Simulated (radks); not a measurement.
Ionisation of neutral xenon, [Xe], to [Kr] 4d10 5s2 5p5 as the strength of local exchange is varied. Calculated with a radial shooting solver on a logarithmic mesh with Libxc functionals: scalar-relativistic Kohn-Sham, Slater X-alpha exchange (alpha = 2/3 is LDA exchange), no correlation, spin-polarised, spherical densities, point nucleus.

alpha  E(Xe) (hartree)  exchange (hartree)  IE (eV)  -e of the level emptied (eV)  <r> of it (bohr)
0.667      -7436.25006          -175.42326   11.244                    7.188 (5p)             2.335
0.801      -7471.66703          -211.62272   12.738                    8.588 (5p)             2.267
0.864      -7488.37382          -228.75202   13.468                    9.279 (5p)             2.238
0.955      -7512.56848          -253.61854   14.554                   10.311 (5p)             2.197
1.021      -7530.16253          -271.74537   15.364                   11.085 (5p)             2.168

NIST Atomic Spectra Database: 12.130 eV (measured). The Delta-SCF value meets it near alpha = 0.75. Open shells are spherical and high-spin; term and fine-structure splittings are not resolved. Spin-orbit splitting is averaged out at the scalar-relativistic level.
